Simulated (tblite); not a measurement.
A tight-binding relaxation on `C#C/C=C\CC(=C)B[AsH2]`.

Computed with GFN2-xTB geometry optimisation, gas phase (tblite 0.8.0). Start geometry: from a force field or distance geometry. The command runs a driver script over a list of jobs; the input below is this job's line of settings and its coordinates in Å.

Command:
```bash
OMP_NUM_THREADS=1 python probes_run.py task.json out
```

Input:
```
{"job": {"kind": "relax", "xc": "GFN2-xTB", "basis": "xTB"}, "charge": 0, "multiplicity": 1}
C     -3.454400     1.701200     0.697800
C     -2.768200     1.326800    -0.215400
C     -1.917000     0.862100    -1.283400
C     -0.843700     0.115800    -1.096800
C     -0.398400    -0.340300     0.287100
C      0.872900    -1.145400     0.193600
C      0.826900    -2.480300     0.126700
B      2.285400    -0.415000     0.120000
As     2.441700     1.614700     0.060700
H     -4.081200     2.037900     1.497300
H     -2.194200     1.151100    -2.297800
H     -0.269800    -0.194600    -1.954500
H     -1.210500    -0.940600     0.759300
H     -0.232000     0.548500     0.925500
H     -0.128800    -2.997000     0.156700
H      1.727400    -3.079900     0.060300
H      3.270400    -1.057700     0.042700
H      3.974900     1.558000     0.327600
H      2.088600     1.743700     1.585100
```

**Question.** Give the output.

**Answer.** 
```
step      E/eV     max force
  0    -640.09299    1.367
  1    -640.14416    2.074
  2    -640.17939    1.446
  3    -640.21215    0.621
  4    -640.22498    0.251
  5    -640.23159    0.252
  6    -640.23715    0.217
  7    -640.24172    0.184
  8    -640.24450    0.110
  9    -640.24598    0.090
... (225 lines left out)
235    -640.42569    0.020
236    -640.42577    0.017
237    -640.42580    0.018
238    -640.42587    0.015
239    -640.42593    0.027
240    -640.42598    0.011
241    -640.42602    0.020
242    -640.42605    0.019
243    -640.42608    0.014
244    -640.42610    0.009
```

«max force» is the largest atomic force in eV/Å.

**Question.** From which step on does the largest force stay under 0.1 eV/Å, and how much energy is left to gain from there?

**Answer.** From step 227 (0.067 eV/Å), 1.6 meV above the end.

Main results: energy lowered by 7.7 kcal/mol over 244 steps; largest atomic force 0.009 eV/Å at the end.

**Question.** Where do the atoms end?

**Answer.** 1.213 Å rms from the input after alignment:
```
atom  x, y, z in Å
C1    -1.7969    2.6486    0.3729
C2    -1.7718    1.7542   -0.4316
C3    -1.7293    0.7127   -1.3817
C4    -1.2613   -0.5080   -1.1216
C5    -0.6958   -0.9414    0.1937
C6     0.7949   -1.1593    0.0332
C7     1.2733   -2.4068    0.0020
B8     1.7480    0.0597   -0.0205
As9    1.4202    1.7542    0.9739
H10   -1.8558    3.4393    1.0626
H11   -2.1138    0.9636   -2.3628
H12   -1.2507   -1.2542   -1.9054
H13   -1.1812   -1.8701    0.5081
H14   -0.8808   -0.1642    0.9424
H15    0.6459   -3.2757    0.1434
H16    2.3240   -2.6035   -0.1368
H17    2.7121   -0.0155   -0.6895
H18    2.7821    1.7524    1.6088
H19    0.8271    1.1232    2.2014
```

**Question.** Estimate the wall time. Hardware: one thread of an AMD EPYC, shared host with 64 logical CPUs at a one-minute load of 60.

**Answer.** About 8.4 s.
Labels such as C1 count atoms from 1, the log's own numbers from 0.
